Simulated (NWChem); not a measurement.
System: C4H12Si; SMILES C[Si](C)(C)C

The following NWChem deck was run.

```
start job
memory heap 200 mb stack 900 mb global 1100 mb
geometry units angstroms noautoz
  C     -1.172328    -1.199376     0.862887
  Si     0.000310    -0.000013     0.000320
  C      1.362953    -0.969698    -0.871833
  C     -0.959089     1.013902    -1.268206
  C      0.768837     1.155596     1.277575
  H     -1.638425    -1.889357     0.141293
  H     -1.981513    -0.661097     1.382053
  H     -0.640443    -1.807476     1.612095
  H      2.065006    -0.294402    -1.386711
  H      0.943705    -1.654984    -1.625916
  H      1.943394    -1.573923    -0.156294
  H     -1.421222     0.365182    -2.029520
  H     -1.764216     1.593431    -0.788651
  H     -0.299771     1.725639    -1.790545
  H     -0.004445     1.737032     1.804785
  H      1.337521     0.591569     2.034230
  H      1.460210     1.870536     0.803391
end
basis spherical
  * library def2-tzvpd
end
dft
  xc slater vwn_5
  iterations 150
  semidirect filesize 400000000
  mulliken
end
task dft energy
```

All runs use the structure optimised with PBE0/def2-SVP.

Question: Predict the main results of this run. (LDA (Slater exchange, VWN5)/def2-TZVPD.) Quantities: energy (Ha); highest occupied level (eV); orbital gap (eV).

Answer: 
| Property | Result |
|---|---|
| energy (Ha) | -446.56 |
| highest occupied level (eV) | -7.10 |
| orbital gap (eV) | 6.58 |
